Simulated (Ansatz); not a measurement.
```yaml
crystal:
  periodic: [false, false, false]
  atoms:
    - {symbol: Mo, position_ang: [-0.210519, -0.712637, 0.815801]}
    - {symbol: N, position_ang: [-2.144826, -0.473892, 1.043950]}
    - {symbol: N, position_ang: [0.927323, -0.002684, 2.248231]}
    - {symbol: N, position_ang: [0.366431, -2.404323, 0.005966]}
    - {symbol: Mo, position_ang: [0.210525, 0.712588, -0.815814]}
    - {symbol: N, position_ang: [-1.307014, 1.945452, -0.649263]}
    - {symbol: N, position_ang: [0.196558, -0.476441, -2.376757]}
    - {symbol: N, position_ang: [1.961532, 1.411835, -0.272166]}
    - {symbol: H, position_ang: [-2.680109, -0.975841, 1.762526]}
    - {symbol: H, position_ang: [-2.782829, 0.057016, 0.440977]}
    - {symbol: H, position_ang: [1.001271, -0.455257, 3.167238]}
    - {symbol: H, position_ang: [1.440263, 0.885766, 2.254567]}
    - {symbol: H, position_ang: [0.279096, -3.304643, 0.492422]}
    - {symbol: H, position_ang: [0.873400, -2.532505, -0.876646]}
    - {symbol: H, position_ang: [-2.000379, 1.982090, 0.105982]}
    - {symbol: H, position_ang: [-1.447062, 2.735386, -1.290530]}
    - {symbol: H, position_ang: [-0.092906, -1.460131, -2.408867]}
    - {symbol: H, position_ang: [0.393597, -0.139170, -3.326645]}
    - {symbol: H, position_ang: [2.563538, 1.067094, 0.483608]}
    - {symbol: H, position_ang: [2.452110, 2.140300, -0.804610]}
basis:
  gaussian: {orbitals: def2-SVP}
magnetization: {spin_polarized: true, initial_magnetization: 2}
hamiltonian: {xc: {name: HF}}
correlation: {method: mp2}
scf: {omitted_lower_state_checks: [starts]}
output: {forces: true}
```

```sh
$ ansatz run in.yaml --threads 4 --pin off --events-out ev --progress --plain --max-ram 8704MiB
```

Output, abridged:

```
Functional definition: HF
2136 factors; integrals over basis functions are off by at most 1.3e-3 eV
mean field evaluation 1: about -12734.3868 eV, gradient 4.6e1 eV
mean field evaluation 2: about -12734.9592 eV, gradient 4.6e1 eV
mean field evaluation 4: about -12745.4161 eV, gradient 5.5e0 eV
mean field evaluation 8: about -12745.9887 eV, gradient 9.6e-1 eV
mean field evaluation 16: about -12746.3062 eV, gradient 4.4e-1 eV
mean field evaluation 32: about -12746.6739 eV, gradient 3.8e-3 eV
mean field -12746.67385334 eV, -468.4316241043 hartree, gradient 2.2e-6 eV, S^2 2.749910; 0 other end points of the search recorded, 0 dependent functions left out
6 core orbitals not correlated: weight in the atoms' cores, before any rotation towards them, 1.000 or more for the frozen orbitals, at most 0.000 for the correlated occupied ones
reference -12746.67385334 eV, -468.4316241043 hartree; 36, 34 occupied and 164, 166 virtual orbitals, 2136 factors
second order -48.55782676 eV of doubles, -0.00000000 eV of singles
Total energy: -12795.23168009 eV, -470.2160913239 hartree
Atom 0 at    -0.210519    -0.712637     0.815801 Å, force    -0.973310    -1.402500     0.284694 eV/Å
Atom 1 at    -2.144826    -0.473892     1.043950 Å, force     0.535627    -0.167254    -0.003938 eV/Å
Atom 2 at     0.927323    -0.002684     2.248231 Å, force     0.244801     0.412504    -0.119021 eV/Å
Atom 3 at     0.366431    -2.404323     0.005966 Å, force    -0.154688     0.315418     0.239535 eV/Å
Atom 4 at     0.210525     0.712588    -0.815814 Å, force     0.140625     1.633879    -0.202648 eV/Å
Atom 5 at    -1.307014     1.945452    -0.649263 Å, force     0.628072    -0.415478    -0.132591 eV/Å
Atom 6 at     0.196558    -0.476441    -2.376757 Å, force    -0.071863    -0.283772     0.123123 eV/Å
Atom 7 at     1.961532     1.411835    -0.272166 Å, force    -0.349412    -0.052717    -0.238832 eV/Å
Atom 8 at    -2.680109    -0.975841     1.762526 Å, force     0.156582     0.241775    -0.092612 eV/Å
Atom 9 at    -2.782829     0.057016     0.440977 Å, force     0.196470    -0.319115     0.002035 eV/Å
Atom 10 at     1.001271    -0.455257     3.167238 Å, force    -0.021165     0.002261    -0.290677 eV/Å
Atom 11 at     1.440263     0.885766     2.254567 Å, force    -0.284618    -0.265326     0.112958 eV/Å
Atom 12 at     0.279096    -3.304643     0.492422 Å, force     0.165632     0.250471    -0.041134 eV/Å
Atom 13 at     0.873400    -2.532505    -0.876646 Å, force    -0.234957     0.085569     0.129328 eV/Å
Atom 14 at    -2.000379     1.982090     0.105982 Å, force     0.321985     0.024185    -0.055215 eV/Å
Atom 15 at    -1.447062     2.735386    -1.290530 Å, force     0.008690    -0.254705     0.091960 eV/Å
Atom 16 at    -0.092906    -1.460131    -2.408867 Å, force    -0.091630     0.410090    -0.056013 eV/Å
Atom 17 at     0.393597    -0.139170    -3.326645 Å, force     0.103510    -0.031985     0.290631 eV/Å
Atom 18 at     2.563538     1.067094     0.483608 Å, force    -0.264726     0.114222    -0.067442 eV/Å
Atom 19 at     2.452110     2.140300    -0.804610 Å, force    -0.055626    -0.297522     0.025859 eV/Å
Dipole moment:    -0.071070     0.033940    -0.024988 e Å
Checks for a lower state left out: starts
```

Run time 51 s (4 threads of Arm Neoverse V2 on a shared host), peak host memory 1.2 GiB.

In the def2 sets Mo takes a core potential; there is no spin–orbit coupling. Correlated methods freeze 6 core orbitals; core or outer-core shells of Mo are correlated, in sets that lack core-valence functions. The charge 0 triplet is spin-contaminated (final ⟨S²⟩ up to 2.75, 2.00 for a pure state).
